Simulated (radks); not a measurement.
Task: The bismuth ion Bi9+ is in [Xe] 4f14 5d6. All-electron calculation, scalar-relativistic Kohn-Sham, r2SCAN, spin-polarised, spherical densities, finite nucleus; meta-GGA in the generalised Kohn-Sham scheme; Fermi nuclear charge, rms radius of each element as measured or else 0.836 A^(1/3) + 0.57 fm. Program: a radial shooting solver on a logarithmic mesh with Libxc functionals. Open shells are filled with parallel spins first. One electron is removed from 5d, 5s, 4f, 5p in turn, with full relaxation. Which removal costs least, and what does each cost?

Result: 5d 161.66 eV; 5p 240.02 eV; 5s 306.08 eV; 4f 313.15 eV. The 5d electron leaves first.
